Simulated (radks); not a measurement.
All-electron atom: Hf44+ in [Ar] 3d10. Calculated with a radial shooting solver on a logarithmic mesh with Libxc functionals: scalar-relativistic Kohn-Sham, PBE, spin-unpolarised, spherical densities, point nucleus.

Normalised radial functions P(r) = r R(r), r in bohr:

r	1s	3d
0.000863	1.5246	0.0000
0.00108	1.8161	0.0000
0.00134	2.1419	0.0001
0.001663	2.5148	0.0001
0.002064	2.9362	0.0002
0.002582	3.4227	0.0004
0.003205	3.9332	0.0008
0.003977	4.4715	0.0014
0.004936	5.0161	0.0025
0.006176	5.5529	0.0047
0.007665	5.9976	0.0083
0.009513	6.3141	0.0148
0.0119	6.4398	0.0266
0.01477	6.3042	0.0465
0.01833	5.8757	0.0800
0.02275	5.1532	0.1355
0.02846	4.1529	0.2288
0.03533	3.0659	0.3688
0.04384	2.0151	0.5750
0.05441	1.1470	0.8607
0.06808	0.5296	1.2405
0.08449	0.2007	1.6591
0.1049	0.0578	2.0625
0.1301	0.0119	2.3483
0.1628	0.0015	2.4019
0.2021	0.0001	2.1544
0.2508	0.0000	1.6538
0.3138	0.0000	1.0273
0.3894	0.0000	0.5103
0.4833	0.0000	0.1887
0.5998	0.0000	0.0482

1s: eigenvalue -67481 eV, 0 radial nodes, <r> = 0.0190 bohr, 90 % of the charge inside 0.0345 bohr. 3d: eigenvalue -3706.5 eV, 0 radial nodes, <r> = 0.183 bohr, 90 % of the charge inside 0.282 bohr.
